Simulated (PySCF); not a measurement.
**How methods differ on the excitation energy of Ge**

Ge [Ar] 3d10 4s2 4p2 (3P) → Ge [Ar] 3d10 4s1 4p3 (5S), as a difference of total energies. Computed with PySCF 2.14 in aug-cc-pVQZ-DK, with the spin-free X2C one-electron Hamiltonian (Gaussian nucleus). Correlated levels: valence: [Ar] 3d10 frozen. The calculations carry no spin-orbit coupling.

```json
{"method": "UHF", "excitation energy (eV)": "3.488", "error (eV)": "-1.590"}
{"method": "MP2 (valence)", "excitation energy (eV)": "4.423", "error (eV)": "-0.655"}
{"method": "SCS-MP2 (valence)", "excitation energy (eV)": "4.848", "error (eV)": "-0.230"}
{"method": "CCSD (valence)", "excitation energy (eV)": "4.611", "error (eV)": "-0.467"}
{"method": "CCSD(T) (valence)", "excitation energy (eV)": "4.656", "error (eV)": "-0.422"}
```

Reference: 5.078 eV (measured; NIST levels, between the centres of gravity of the two terms).

Errors of the correlated levels include the incompleteness of this basis and the frozen core.
